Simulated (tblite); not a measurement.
Parent: `[F:1][C@H:2]1[SiH2:3][CH2:4][CH2:5][SiH2:6][SiH2:7]1` with F1–C2–Si3–C4 64°, C2–Si3–C4–C5 66°, Si3–C4–C5–Si6 -69°, C4–C5–Si6–Si7 55°, C3H11FSi3.

The geometries are computed with GFN2-xTB (gas phase). One conformer each, not checked by frequencies here.

```
coordinate of the parent    value
                   F1–C2  1.407 Å
                  C2–Si3  1.918 Å
                  Si3–C4  1.904 Å
                   C4–C5  1.533 Å
                  C5–Si6  1.914 Å
                 Si6–Si7  2.314 Å
                  C2–Si7  1.927 Å
               F1–C2–Si3   106.8°
               F1–C2–Si7   107.0°
              Si3–C2–Si7   115.5°
               C2–Si3–C4   108.7°
               Si3–C4–C5   115.3°
               C4–C5–Si6   114.2°
              C5–Si6–Si7   108.0°
              C2–Si7–Si6   104.8°
```

Q: How does the shared frame change in `[CH:1]#[C:2][C@@H:3]1[CH2:4][SiH2:5][SiH2:6][C@@H:7]([F:8])[SiH2:9]1` with C2–C3–C4–Si5 168°, C3–C4–Si5–Si6 58°, C4–Si5–Si6–C7 -43°, Si5–Si6–C7–F8 -74°, C5H11FSi3? Atoms pair as F1 = F8, C2 = C7, Si3 = Si9, C4 = C3, C5 = C4, Si6 = Si5, Si7 = Si6 (parent first).

A: 
| parent | relative | value in the relative | change |
| --- | --- | --- | --- |
| F1–C2 | F8–C7 | 1.407 Å | 0.000 |
| C2–Si3 | C7–Si9 | 1.918 Å | 0.000 |
| Si3–C4 | Si9–C3 | 1.918 Å | +0.014 |
| C4–C5 | C3–C4 | 1.539 Å | +0.006 |
| C5–Si6 | C4–Si5 | 1.913 Å | -0.001 |
| Si6–Si7 | Si5–Si6 | 2.316 Å | +0.002 |
| C2–Si7 | C7–Si6 | 1.928 Å | +0.001 |
| F1–C2–Si3 | F8–C7–Si9 | 106.9° | +0.1 |
| F1–C2–Si7 | F8–C7–Si6 | 107.0° | 0.0 |
| Si3–C2–Si7 | Si9–C7–Si6 | 116.1° | +0.6 |
| C2–Si3–C4 | C7–Si9–C3 | 108.4° | -0.3 |
| Si3–C4–C5 | Si9–C3–C4 | 114.6° | -0.7 |
| C4–C5–Si6 | C3–C4–Si5 | 113.9° | -0.3 |
| C5–Si6–Si7 | C4–Si5–Si6 | 107.4° | -0.6 |
| C2–Si7–Si6 | C7–Si6–Si5 | 104.4° | -0.4 |

Of the parent's bonds, Si3–C4 changes most (+0.014 Å). Bonds of the relative outside the shared frame: C1≡C2 1.198, C2–C3 1.446 Å. Point group C1 → C1.
